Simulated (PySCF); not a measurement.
CHN, charge +1, doublet, geometry from GFN2-xTB (a state made from the parent by changing its charge; the spin is typed, not shown lowest), atoms displaced at random by about 0.1 Å a coordinate. Base run: B3LYP/STO-3G (PySCF).

Input for PySCF:
```python
from pyscf import gto, scf, dft
from pyscf.geomopt import geometric_solver

mol = gto.Mole()
mol.atom = '''
    C     0.090025   -0.123081   -0.546649
    N    -0.067995   -0.008221    0.613057
    H    -0.194997    0.010344   -1.434701
'''
mol.basis = 'sto-3g'
mol.charge = 1
mol.spin = 1
mol.verbose = 3
mol.build()

def method(m):
    mf = dft.UKS(m)
    mf.xc = 'b3lyp'
    return mf

conv, mol_eq = geometric_solver.kernel(method(mol), maxsteps=100)
print('optimisation converged:', conv)
print(mol_eq.tostring(format='xyz'))
mf = method(mol_eq)
mf.kernel()
```

Each row names what was changed in the base input (with any setting that the change needs).

```tsv
change	ΔE vs base (kJ/mol)	optimiser steps	core-seconds (rough)	outcome
base	0.00	10	10	converged
coordsys = hdlc	0.00	11	10	converged
coordsys = dlc	0.00	10	10	converged
convergence_set = GAU_TIGHT	0.00	16	20	converged
convergence_set = GAU_VERYTIGHT	-	-	-	not converged
coordsys = cart	0.00	14	20	converged
convergence_set = NWCHEM_LOOSE	0.00	9	10	converged
```

Open shells are given as the SCF converged; they aren't shown to be the lowest states, and a large step between rows can be another state.
